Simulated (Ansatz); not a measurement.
Several settings on one geometry of (HCd-mu-Br)2 (Cd2H2Br2) (that of the charge 0 singlet, r2SCAN-D4/def2-SVP). Ansatz on 4 threads of Arm Neoverse V1 on a shared host; times are rough.

```xyz
6

Cd    0.6434    0.8614   -1.5560
H     1.2257    1.6315   -2.9178
Br   -1.3531    1.2933    0.1555
Cd   -0.6427   -0.8603    1.5569
H    -1.1985   -1.6075    2.9424
Br    1.3252   -1.3184   -0.1810
```

Totals from different functionals, basis sets or treatments of relativity can't be compared as stabilities.

In the def2 sets Cd takes a core potential; there is no spin–orbit coupling.

The spins typed aren't always the lowest for that charge.

Task: Give the basis size and estimate the energy, ⟨S²⟩ and time of these runs.

```csv
run,method,charge,state,further keys
1,UKS r2SCAN-D3(BJ)-ATM/def2-TZVPD,0,singlet,scf: {omitted_lower_state_checks: [starts]}
2,UKS CAM-B3LYP/def2-TZVPD,-1,doublet,scf: {lower_state_search: off}; forces asked
3,UKS B3LYP5/def2-mTZVPP,1,doublet,nuclear_model: gaussian; forces asked
```

Result: 
| run | functions | energy (Eh) | ⟨S²⟩ | wall time |
| --- | --- | --- | --- | --- |
| 1 | 212 | -5485.2447 | 0.00 | 13 s |
| 2 | 212 | -5485.3330 | 0.76 | 16 s |
| 3 | 148 | -5484.4983 | 0.77 | 39 s |
